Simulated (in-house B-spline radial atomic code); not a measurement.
A run on B II (B+) (an excited or competing configuration) that did not converge. Method: non-relativistic LC-wPBE, spin-polarised, spherical fractional occupations, exact exchange averaged over the configuration, point nucleus; computed with an all-electron radial atomic-structure program (B-spline basis).

Command:
```bash
python run_scf.py task.json out
```
Settings:
```
Z                5
configuration    [He] 2s1 3d1
hamiltonian      nr
method           lc_wpbe
spin_polarised   True
exact_exchange   averaged over the configuration
```

First and last ten iterations of the last attempt (damped for 15 steps, keeping 80 % of the old Fock matrix, then DIIS):
```
 iter        energy (Eh)    residual
    1         -23.390709    1.17e-01
    2         -23.631930    2.09e-02
    3         -23.633800    1.78e-02
    4         -23.635109    1.52e-02
    5         -23.636034    1.30e-02
    6         -23.636691    1.11e-02
    7         -23.637161    9.53e-03
    8         -23.637499    8.16e-03
    9         -23.637743    7.00e-03
   10         -23.637921    6.01e-03
  111         -23.638411    1.01e-06
  112         -23.638411    9.77e-07
  113         -23.638411    9.63e-07
  114         -23.638411    3.26e-07
  115         -23.638411    3.14e-07
  116         -23.638411    1.05e-06
  117         -23.638411    6.23e-07
  118         -23.638411    1.17e-06
  119         -23.638411    5.40e-07
  120         -23.638411    4.21e-07
 not converged after 120 iterations
```

The smallest residual met was 2.6e-07; the threshold is about 1e-07. Over the last five steps the energy moves by less than 1e-08 hartree, but the orbitals didn't meet the threshold. Cost of the run: 2.2 s on 1 thread of Intel(R) Xeon(R) Platinum 8488C (shared host).
